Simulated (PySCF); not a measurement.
[V(NH3)6]3+: V(III) (d2), charge +3. The structure is a model geometry with rigid ligands and bond lengths from ionic radii, not a minimum; coordination octahedral, point group S6, metal–donor distances 2.07 Å.

Method (PySCF 2.14, density fitting): CASSCF(2,5) with orbitals averaged over all microstates of the shell, strongly contracted NEVPT2 on the averaged canonical orbitals; basis x2c-TZVPall on the metal, x2c-SVPall elsewhere; spin-free X2C; gas phase; spin-orbit coupling by state interaction with the mean-field operator over all roots.

CASSCF energies above the lowest CASSCF root:

```
          state  CASSCF / cm⁻¹
3Eg (from 3T1g)              0
3Ag (from 3T1g)            131
1Ag (from 1T2g)          13326
1Eg (from 1T2g)          13464
            1Eg          13700
3Eg (from 3T2g)          20435
3Ag (from 3T2g)          20516
1Ag (from 1A1g)          29383
3Eg (from 3T1g)          32572
3Ag (from 3T1g)          32692
1Eg (from 1T2g)          35036
1Ag (from 1T2g)          35119
1Eg (from 1T1g)          38372
1Ag (from 1T1g)          38469
3Ag (from 3A2g)          42712
            1Eg          57421
1Ag (from 1A1g)          75537
```

Q: How does dynamic correlation (SC-NEVPT2) move these states?

A: 
```
          state  NEVPT2 / cm⁻¹  shift / cm⁻¹
3Eg (from 3T1g)              0             0
3Ag (from 3T1g)            203           +72
1Ag (from 1T2g)          11306         -2020
1Eg (from 1T2g)          11471         -1993
            1Eg          11664         -2036
3Eg (from 3T2g)          23818         +3383
3Ag (from 3T2g)          23931         +3415
1Ag (from 1A1g)          25684         -3700
3Eg (from 3T1g)          32943          +372
3Ag (from 3T1g)          33086          +394
1Eg (from 1T2g)          36177         +1141
1Ag (from 1T2g)          36293         +1174
1Eg (from 1T1g)          39310          +938
1Ag (from 1T1g)          39434          +966
3Ag (from 3A2g)          49156         +6444
            1Eg          61488         +4066
1Ag (from 1A1g)          74596          -941
```

The geometry is a model, and the complex may not exist in this form. The ground state is orbitally degenerate in this regular structure, which would distort (Jahn–Teller). 3Ag (from 3T1g) (203 cm⁻¹) lies within 300 cm⁻¹ of 3Eg (from 3T1g) at NEVPT2 level, inside the method's error: they are parts of one split term, whose order is undecided. NEVPT2 lifts 3Ag (from 3T2g) from 20516 to 23931 cm⁻¹; on the d shell alone it tends to overshoot states that fill the eg-type orbitals. NEVPT2 on the d shell alone tends to put d–d bands too high for such charged or covalently bound ions.
